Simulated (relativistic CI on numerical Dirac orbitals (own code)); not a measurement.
**One change at a time: Tl65+**

Base calculation: Dirac-Coulomb-Breit CI, orbitals from a KLI potential per configuration, QED by a radiative potential, unscaled Slater integrals.

Configuration list (outside the closed core [Ne]): 3s²3p⁴, 3s²3p³3d, 3s3p⁵, 3p⁶, 3s3p⁴3d, 3s3p³3d², 3p⁵3d, 3s²3p²3d4p, 3s²3p³4s, 3s3p³3d4s, 3p⁵4s, 3p⁵4p, 3s²3p²3d², 3s²3p3d³, 3s3p²3d³, 3s²3p3d²4s, 3p⁴3d², 3p³3d³, 3p³3d²4s, 3s²3p²3d4s, 3s3p²3d²4s, 3s²3p3d4s². Double excitations out of closed p, d and f shells are left out; levels of such configurations are missing from the list, as are those of other unlisted configurations, and high levels can miss mixing partners.

Variants: (1) only the first 3 configurations. Shifts of the energy above 3s²3p⁴ ³P2, in eV, for the lowest level and the first level of each name with at least 55 % of one term (blank where a level changes its place among those of its configuration and J or its character, or is not in the variant):

```csv
Level,Base,Δ(1)
3s²3p⁴ ³P2,0.00,0.00
3s²3p⁴ ¹S0,22.50,+1.32
3s²3p³3d ³P°0,273.88,-1.82
3s²3p⁴ ³P1,540.08,+1.67
3s²3p⁴ ¹D2,550.77,+2.00
3s²3p²3d² ³P0,568.44,
3s3p⁵ ³P°2,752.68,-0.43
3s²3p³3d ³G°5,932.31,-1.68
3s3p⁴3d ³P0,1044.40,
3s²3p⁴ ³P0,1099.53,+5.47
```

At this charge energies of transitions that change n are usually good to better than 1 %, and those within a shell (Δn = 0) to a few per cent.

Ionisation energy from the two ground configurations alone: base 7427.51 eV. The NIST ASD value (theoretical) is 7430 eV.

LS names give the leading component of a level, which can be under half, so a name can repeat, a term be missing and a line seem to break the LS rules.
